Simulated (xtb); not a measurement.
Input file for xtb: GFN-FF on BH5N2 (SMILES NBN), a point of a torsion scan.

```
$ xtb mol.xyz --gfnff --sp --chrg 0 --uhf 0
8

N      1.10419602    -0.39310269     0.50868335
B      0.13110988     0.61087074     0.11761197
N      0.49645407     1.72831266    -0.63083545
H      1.21571516    -1.15985001    -0.13615244
H      2.03605560     0.00242512     0.60358537
H     -1.00938802     0.40995577     0.30649774
H      1.45288102     1.96620618    -0.84147161
H     -0.14166674     2.46830386    -0.86812646
```

Program output:

```
[...]
           -------------------------------------------------
          |                Calculation Setup                |
           -------------------------------------------------



          ==================== Thresholds ====================
          CN  :   150.00000
          rep :   500.00000
          disp:  2500.00000
          HB1 :   250.00000
          HB2 :   450.00000

          Pauling EN used:
          Z : 1  EN :  2.20
          Z : 5  EN :  2.04
          Z : 7  EN :  3.04
          electric field strengths (au): 0.000

           -------------------------------------------------
          |           Force Field Initialization            |
           -------------------------------------------------

          distances ...
          ----------------------------------------
          generating topology and atomic info file ...
          pair mat ...
          computing topology distances matrix with Floyd-Warshall algo ...
          making topology EEQ charges ...
          #fragments for EEQ constrain: 1
          ----------------------------------------
          generating topology and atomic info file ...
          pair mat ...
          computing topology distances matrix with Floyd-Warshall algo ...
          making topology EEQ charges ...
          #fragments for EEQ constrain: 1
          rings ...
          # BATM   24
          # H in HB   5
          doing iterative Hueckel for 1 subsystem(s) ...

  atom   neighbors  erfCN metchar sp-hybrid imet pi  qest     coordinates
    1  N       3    2.79   0.00         3    0    1  -0.311    2.086628   -0.742856    0.961272
    2  B       3    2.77   0.02         2    0    1   0.094    0.247762    1.154378    0.222254
    3  N       3    2.79   0.00         3    0    1  -0.311    0.938162    3.266038   -1.192106
    4  H       1    0.98   0.00         0    0    0   0.126    2.297369   -2.191799   -0.257291
    5  H       1    0.98   0.00         0    0    0   0.126    3.847587    0.004583    1.140611
    6  H       1    0.96   0.01         0    0    0   0.026   -1.907467    0.774704    0.579197
    7  H       1    0.98   0.00         0    0    0   0.126    2.745547    3.715591   -1.590151
    8  H       1    0.98   0.00         0    0    0   0.126   -0.267711    4.664418   -1.640521

          #atoms :   8
          #bonds :   7
          #angl  :   9
          #tors  :   11
          #nmol  :   1
          #optfrag :   1
           -------------------------------------------------
          |                   G F N - F F                   |
          |          A general generic force-field          |
          |                  Version 1.0.3                  |
           -------------------------------------------------
          Number of HB bonds (bound hydrogen)     6
          Number of HB bonds (unbound hydrogen)   24
          Number of XB bonds                      0

 E+G (total)                   0 d,  0 h,  0 min,  0.000 sec
 distance/D3 list               ...        0 min,  0.000 sec (  0.850%)
 non bonded repulsion           ...        0 min,  0.000 sec ( 11.828%)
 dCN                            ...        0 min,  0.000 sec (  4.872%)
 EEQ energy and q               ...        0 min,  0.000 sec (  6.547%)
 D3                             ...        0 min,  0.000 sec ( 11.841%)
 EEQ gradient                   ...        0 min,  0.000 sec ( 15.428%)
 bonds                          ...        0 min,  0.000 sec (  9.109%)
 bend and torsion               ...        0 min,  0.000 sec ( 14.253%)
 bonded ATM                     ...        0 min,  0.000 sec (  4.590%)
 HB/XB (incl list setup)        ...        0 min,  0.000 sec ( 15.928%)
Note: The following floating-point exceptions are signalling: IEEE_UNDERFLOW_FLAG IEEE_DENORMAL
normal termination of xtb

         :::::::::::::::::::::::::::::::::::::::::::::::::::::
         ::                     SUMMARY                     ::
         :::::::::::::::::::::::::::::::::::::::::::::::::::::
         :: total energy              -1.104136601407 Eh    ::
         :: gradient norm              0.026168048934 Eh/a0 ::
         ::.................................................::
         :: bond energy               -1.119421383086 Eh    ::
         :: angle energy               0.002594130777 Eh    ::
         :: torsion energy             0.004540977454 Eh    ::
         :: repulsion energy           0.050688273041 Eh    ::
         :: electrostat energy        -0.040413519922 Eh    ::
         :: dispersion energy         -0.001976114524 Eh    ::
         :: HB energy                  0.000000000000 Eh    ::
         :: XB energy                  0.000000000000 Eh    ::
         :: bonded atm energy         -0.000148965147 Eh    ::
         :: external energy            0.000000000000 Eh    ::
         :: add. restraining           0.000000000000 Eh    ::
         :: total charge              -0.000000000000 e     ::
         :::::::::::::::::::::::::::::::::::::::::::::::::::::

           -------------------------------------------------
          |                Property Printout                |
           -------------------------------------------------

molecular dipole:
                 x           y           z       tot (Debye)
 q only:        0.149       0.164      -0.245       0.839

           -------------------------------------------------
          | TOTAL ENERGY               -1.104136601407 Eh   |
          | GRADIENT NORM               0.026168048934 Eh/α |
           -------------------------------------------------
########################################################################
[WARNING] Runtime exception occurred
-1- gfnff_setup: Could not read topology file.
########################################################################

------------------------------------------------------------------------
------------------------------------------------------------------------
 total:
 SCF:
```

The run finished.

Cost: about 0.010 core-seconds (a rough figure).
